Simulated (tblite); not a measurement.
C₆H₉O₂ (doublet state).
Numbering: `[CH3:1][O:2][CH2:3][C@H:4]([O:5])[C:6]1=[CH:7][CH2:8]1` (hydrogens: H9, H10, H11 on C1; H12, H13 on C3; H14 on C4; H15 on C7; H16, H17 on C8)

A start from a force field or distance geometry was refined with GFN2-xTB geometry optimisation, gas phase (tblite). Values at the start:

```
 coordinate    start
      C1–O2  1.384 Å
      C1–H9  1.130 Å
     C1–H11  1.132 Å
      O2–C3  1.357 Å
      C3–C4  1.485 Å
     C3–H12  1.140 Å
     C3–H13  1.116 Å
      C4–O5  1.386 Å
      C4–C6  1.517 Å
     C4–H14  1.119 Å
      C6=C7  1.335 Å
      C6–C8  1.472 Å
      C7–C8  1.477 Å
     C7–H15  1.100 Å
     C8–H16  1.094 Å
     C8–H17  1.113 Å
   C1–O2–C3   117.1°
   O2–C3–C4   116.9°
   C3–C4–O5   116.4°
   C3–C4–C6   108.5°
   C4–C6–C7   147.4°
   C4–C6–C8   149.3°
   O5–C4–C6   106.8°
   C6–C8–C7    53.8°
C1–O2–C3–C4      62°
O2–C3–C4–O5     -62°
C4–C6–C7–C8     180°
C4–C6–C8–C7     180°
```

How do these coordinates change at the GFN2-xTB level?

```csv
coordinate,GFN2-xTB (Å or °),change
C3–C4,1.620,+0.135
C4–O5,1.312,-0.074
C3–H12,1.090,-0.050
C1–H9,1.087,-0.043
C7–H15,1.061,-0.039
C4–C6,1.482,-0.035
C6=C7,1.301,-0.034
C7–C8,1.506,+0.029
C8–H17,1.085,-0.028
C6–C8,1.500,+0.028
C3–H13,1.097,-0.019
C1–O2,1.401,+0.017
O2–C3,1.373,+0.016
C1–H11,1.116,-0.016
C8–H16,1.084,-0.010
C4–H14,1.113,-0.006
O5–C4–C6,115.4,+8.6
O2–C3–C4,109.4,-7.5
C3–C4–O5,109.8,-6.6
C4–C6–C8,143.3,-6.0
C3–C4–C6,102.6,-5.9
C4–C6–C7,152.0,+4.6
C1–O2–C3,113.6,-3.5
C6–C8–C7,51.3,-2.5
C1–O2–C3–C4,71,+9
C4–C6–C7–C8,177,-3
O2–C3–C4–O5,-59,+3
C4–C6–C8–C7,-177,+3
```

The energy falls by 75.3 kJ/mol over 67 L-BFGS steps, the largest force on an atom goes from 4.38 to 0.010 eV/Å, and the atoms move by 0.215 Å rms after alignment. The bond that changes most is C3–C4 (ends: carbon bonded to C, O and 2 H; carbon bonded to 2 C, O and H), which lengthens by 0.135 Å. Bonds longer at the end by more than 0.005 Å: 5 of 17; shorter: 12. Among the dihedrals that turn most is C1–O2–C3–H13, from -69° to -47°. Rotational constants go from 5160, 1140, 993.8 to 5085, 1180, 1035 MHz.

Its GFN2-xTB frequencies are all real (lowest 51 cm⁻¹). 3 starts were optimised and ended at 0.00, 1.63 and 8.22 kcal/mol (GFN2-xTB); the lowest of these is shown.

One conformer stands for the species.

All values are computed, not measured.
